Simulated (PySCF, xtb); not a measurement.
1-bromo-1,1-dichloroethane (C2H3BrCl2), SMILES CC(Cl)(Cl)Br.

Harmonic wavenumbers (cm⁻¹) from GFN2-xTB in xtb at its own minimum, in rising order: 179, 188, 245, 252, 294, 299, 455, 577, 617, 1063, 1066, 1068, 1394, 1451, 1452, 3028, 3029, 3030.

Q: What does PBE-D3(BJ)/def2-SVP (PySCF) give at its own minimum? (An estimate is asked for; the answer gives what the named calculation found.)

A: 194, 203, 276, 304, 315, 328, 479, 626, 669, 1039, 1047, 1064, 1335, 1395, 1396, 2990, 3094, 3104. Paired by order, the mean absolute difference is 38 cm⁻¹ and the zero-point energies are 28.1 and 28.4 kcal/mol.
